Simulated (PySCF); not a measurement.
# Calculated properties of `CC#C[Si@](N)(C#N)CNC`

Compound: C6H11N3Si.
Numbering: `[CH3:1][C:2]#[C:3][Si@:4]([NH2:5])([C:6]#[N:7])[CH2:8][NH:9][CH3:10]` (hydrogens: H11, H12, H13 on C1; H14, H15 on N5; H16, H17 on C8; H18 on N9; H19, H20, H21 on C10)

Among its groups: cyano group on a heteroatom, alkyne, amine and C–Si bond.

GFN2-xTB geometry:

```yaml
Point_group_of_the_GFN2-xTB_geometry: C1
Rotational_constants_A_B_C_of_the_GFN2-xTB_geometry: 1.487, 0.579, 0.509 GHz
```

From PBE0/pcSseg-1 ground state and GIAO shieldings, non-relativistic (PySCF):

```yaml
Dipole_moment: 3.67 D
HOMO_energy: -6.67 eV
LUMO_energy: -0.44 eV
HOMO–LUMO_gap: 6.23 eV
Lowest_Hirshfeld_atomic_charge: -0.31 e on N5
Highest_Hirshfeld_atomic_charge: +0.45 e on Si4
13C_chemical_shifts_computed_TMS_as_zero_by_class: 126.9 (C6), 113.3 (C2), 83.1 (C3), 44.9 (C8), 43.8 (C10), 5.7 (C1) ppm
1H_chemical_shifts_computed_TMS_as_zero_by_class: 2.64 (H19/H20/H21), 2.42 (H16), 2.11 (H17), 2.10 (H11/H12/H13), 1.17 (H14/H15), 0.04 (H18) ppm
Isotropic_shieldings_of_nuclei_other_than_C_and_H_by_class: -82 (N7), 236 (N9), 246 (N5), 409 (Si4) ppm
Mayer_bond_orders_between_heavy_atoms: C1–C2 1.18, C2–C3 2.55, C3–Si4 0.95, Si4–N5 1.14, Si4–C6 0.74, C6–N7 2.92, Si4–C8 0.90, C8–N9 0.96, N9–C10 1.00
```

Monoisotopic mass (most abundant isotopes): 153.0722 u.

A dipole of 3.67 D is allowed in C1, and pure rotational transitions are dipole-allowed. With B = h/(8π²I), that is 505.379 GHz u Å² over I, the principal moments of inertia are 339.9, 872.2 and 993.5 u Å² (most abundant isotopes). In atomic units the dipole is 1.44 e·bohr (1 au = 2.5417 D). The rotational constants make it an asymmetric top with κ = (2B − A − C)/(A − C) = -0.86, nearer the prolate limit (−1).

One conformer (not necessarily the lowest) at the GFN2-xTB geometry, without solvent or vibrations. GFN2-xTB frequencies show an imaginary mode (31i cm⁻¹), so this geometry is no minimum at that level. NMR classes are plain means over equivalent atoms (diastereotopic ones count apart unless rotation or inversion swaps them), as if these changed places fast; in this geometry the members of some classes differ.

Shape of the structure used: `[CH3:1][C:2]#[C:3][Si@:4]([NH2:5])([C:6]#[N:7])[CH2:8][NH:9][CH3:10]`: C3–Si4–C8–N9 178°, Si4–C8–N9–C10 176°, H–N5–Si4–C3 -61°, H–N5–Si4–C3 154°.
